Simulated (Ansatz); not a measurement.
Ansatz (an electronic-structure program) was given this input:
Ansatz 0.2 input:
```yaml
crystal:
  periodic: [false, false, false]
  atoms:
    - {symbol: Te, position_ang: [0.35988753, 0.27191341, 0.76553077]}
    - {symbol: F, position_ang: [1.55903108, 1.40000733, -0.39276618]}
    - {symbol: Se, position_ang: [-0.95895787, -0.73061592, -1.02774853]}
    - {symbol: H, position_ang: [-0.14086369, -1.89862228, -1.32925399]}
basis:
  gaussian:
    orbitals: def2-SVPD
hamiltonian:
  xc: b3lyp
```

Question: What does this run give for the total energy, number of basis functions?

Answer: 
```yaml
total_energy: -5539.584101 Ry
number_of_basis_functions: 107
```
